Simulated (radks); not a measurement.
Charge is removed step by step from the 3s down level of the niobium ion Nb23+, starting from [Ne] 3s(up 1, down 1) 3p6. Method: scalar-relativistic Kohn-Sham, PBEsol, spin-polarised, spherical densities, finite nucleus; Fermi nuclear charge, rms radius 4.324 fm; computed with a radial shooting solver on a logarithmic mesh with Libxc functionals.

removed (e)  E - E(0) (eV)  eigenvalue (eV)  E minus straight line (eV)
0                    0.000          -1245.3                       0.000
0.1                 124.78          -1250.8                      -2.463
0.2                 250.10          -1256.3                      -4.378
0.3                 375.98          -1261.7                      -5.746
0.4                 502.40          -1267.2                      -6.566
0.5                 629.36          -1272.7                      -6.838
0.6                 756.88          -1278.2                      -6.564
0.7                 884.94          -1283.6                      -5.742
0.8                 1013.5          -1289.1                      -4.374
0.9                 1142.7          -1294.5                      -2.460
1                   1272.4          -1300.0                       0.000

Removing the whole electron costs 1272.4 eV by Delta-SCF, against 1245.3 eV from minus the eigenvalue at the starting occupation. Slater's transition state (half an electron removed) gives 1272.7 eV. Integrating minus the eigenvalue over the occupation (Janak's theorem) gives 1272.7 eV. In this scalar-relativistic scheme the density is built from large components alone, so the theorem holds only approximately. The mean slope of the eigenvalue, de/dn, is 54.7 eV per electron.
